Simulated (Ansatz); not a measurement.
The molecule ZrAl, multiplicity 6 (an upper state: multiplicity 4 came lower at CCSD(T)/def2-TZVPP on PBE0 minima). No spin–orbit coupling. The T1 diagnostic near the minimum is 0.047, so single-reference values are doubtful.

The constants come from a fifth-degree fit in 1/R (seven points, main isotopes). Runs in def2 and cc sets follow the lowest solution found near the PBE0 minimum.

The values were computed with Ansatz (a quantum-chemistry and plane-wave program) with Gaussian orbitals. Values without a source in brackets are computed. In def2 rows elements past Kr take small-core potentials, without spin–orbit coupling.

| level | r_e (Å) | ω_e (cm⁻¹) | ω_e x_e (cm⁻¹) | α_e (cm⁻¹) | dipole (D) |
|---|---|---|---|---|---|
| PBE/def2-TZVPP | 2.646 | 289 | 1.1 | 0.00058 | 2.22 |
| PBE0/def2-TZVPP | 2.616 | 306 | 1.1 | 0.00055 | 2.75 |
| wB97X-V/def2-TZVPP | 2.591 | 323 | 1.4 | 0.00054 | 3.66 |
| CCSD/def2-TZVPP | 2.613 | 317 | 0.35 | 0.00046 | - |
| CCSD(T)/def2-TZVPP | 2.623 | 309 | 0.82 | 0.00052 | - |

Correlated levels freeze the inner cores; with def2 sets outer-core shells near the valence are correlated too.

Doubts at one or more of the structures used: T1 above 0.05 (CCSD/def2-TZVPP, CCSD(T)/def2-TZVPP).
